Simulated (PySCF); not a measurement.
Simulation results for ClGe2H4N

Computed with PySCF 2.14.0. Calculation on a computer-drawn molecule: the log of a Hartree-Fock and frozen-core CCSD(T) single point meant for a local Hartree-Fock minimum, with one planted fault or none, to be diagnosed. Offsets are logged minus clean, where the clean run is the same molecule without the fault. The reference is restricted for singlets and unrestricted otherwise, and also for a bond in bohr or an excited solution. Adding or removing an electron swaps singlet and doublet. The excited solution moves the top pair (singlet) or top alpha electron (doublet) to the lowest empty orbital. Highest occupied and lowest empty are orbital energies over both spins, largest force is the largest gradient component, triples share is (T) over the correlation energy, the T1 limit is 0.02 restricted and 0.045 unrestricted, electrons count all cores, a negative frequency is imaginary (commonest isotopes), and the dipole is about the centre of nuclear charge; on germanium a core potential holds 10 electrons, which the energies leave out, and 3d is frozen in MP2 and coupled-cluster steps.

Common to all runs: meant charge 0; meant multiplicity 1; meant basis cc-pV(D+d)Z; meant basis and core potential on germanium cc-pVDZ-PP ECP10MDF; logged electrons 92; logged basis functions 103; logged SCF converged yes; logged spin squared 0; logged CC converged yes; logged SCF stable within its kind yes; possible faults no fault, one electron removed, one electron added, multiplicity raised by two, geometry at a saddle point, SCF held on an excited solution, minimal basis STO-3G, one bond length entered in bohr, all coordinates scaled.

(1) ClGe2H4N

Logged structure:
```xyz
8
ClGe2H4N
Cl    -0.0862     1.4657     1.7875
Ge     0.7495    -0.4485     1.2592
N      0.0067    -1.6740     0.4290
Ge    -1.6734    -1.8461    -0.2941
H      2.1597    -0.4638     1.7952
H     -2.3517    -3.0542     0.3595
H     -1.5213    -2.0965    -1.7978
H     -2.5460    -0.6002    -0.0768
```

| Quantity | Value |
| --- | --- |
| logged highest occupied | -10.204 eV |
| logged lowest empty | 1.4494 eV |
| logged largest force | 1.623e-05 hartree/bohr |
| logged lowest frequency | 55.452 cm⁻¹ |
| logged T1 diagnostic | 0.017798 |
| logged D1 diagnostic | 0.06397 |
| logged triples share | 0.03384 |
| logged dipole magnitude | 1.9495 debye |
| logged energy HF | -1103.02321 hartree |
| logged energy CCSD(T) | -1103.58374 hartree |
| planted fault | no fault |
| HF energy offset from clean run | 0 kcal/mol |
| CCSD(T) energy offset from clean run | 0 kcal/mol |

Drawn bonds:
```csv
atom,other atom,order
1,2,1
2,3,2
3,4,1
2,5,1
4,6,1
4,7,1
4,8,1
```

(2) ClGe2H4N

Logged structure:
```xyz
8
ClGe2H4N
Cl    -0.0813     1.3821     1.6856
Ge     0.7068    -0.4230     1.1874
N      0.0063    -1.5786     0.4045
Ge    -1.5781    -1.7408    -0.2773
H      2.0366    -0.4374     1.6929
H     -2.2177    -2.8801     0.3390
H     -1.4345    -1.9770    -1.6953
H     -2.4009    -0.5660    -0.0725
```

| Property | Result |
| --- | --- |
| logged highest occupied | -10.404 eV |
| logged lowest empty | 1.8772 eV |
| logged largest force | 0.071592 hartree/bohr |
| logged T1 diagnostic | 0.015066 |
| logged D1 diagnostic | 0.052526 |
| logged triples share | 0.029985 |
| logged dipole magnitude | 2.1836 debye |
| logged energy HF | -1102.98914 hartree |
| logged energy CCSD(T) | -1103.53669 hartree |
| planted fault | all coordinates scaled, by -5.7 % |
| HF energy offset from clean run | 21.38 kcal/mol |
| CCSD(T) energy offset from clean run | 29.52 kcal/mol |

Drawn bonds:
```csv
atom,other atom,order
1,2,1
2,3,2
3,4,1
2,5,1
4,6,1
4,7,1
4,8,1
```
